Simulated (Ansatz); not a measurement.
H₁₀Si₄, charge -1, doublet, at a GFN2-xTB geometry (a state made from the parent by changing its charge; the spin is typed, not shown lowest) (a gas-phase anion, which may not be bound at this level). Base run: CAM-B3LYP/3-21G (Ansatz, a first-principles code).

Geometry (Å):
```xyz
14

Si    -0.0137     1.9229    -0.7540
Si     0.0225    -0.1285     0.2965
Si     2.2264    -0.9561     0.0544
Si    -2.2315    -0.8348     0.4446
H      1.1676     2.7953    -0.6112
H     -0.1450     1.8179    -2.2211
H     -1.1034     2.8571    -0.4124
H      0.1631     0.3180     1.7643
H      3.6342    -0.5850     0.4257
H      2.4468    -1.2530    -1.3871
H      2.2049    -2.3084     0.6799
H     -2.1747    -2.1892     1.0633
H     -3.5313    -0.3900     1.0530
H     -2.7145    -1.1126    -0.9352
```
Charge -1, spin multiplicity 2.
Orbitals are unrestricted.
All else is at Ansatz's defaults.
Base energy -1157.74423 Eh.

Variants of this job, named by their change:

| change | ΔE vs base (mEh) |
|---|---|
| base | 0.000 |
| lower_state_search = full | 0.000 |
| final_grid = 10, 20, 41 | -0.001 |
| final_grid = 14, 28, 59 | 0.000 |
| lower_state_search = light | 0.000 |
| point_charge = charge:-1.0 position_ang:-3.8325, 1.2976, -5.3968 | 72.451 |
| nuclear_model = gaussian | 0.531 |
| forces = on | 0.000 |
| fitting.mean_field = def2-universal-JKFIT | -0.360 |
| point_charge = charge:1.0 position_ang:2.417, -6.1947, 0.8958 | -85.166 |
| accuracy = high | 0.001 |

A gas-phase anion may not be bound at this level; its values then depend on the basis.
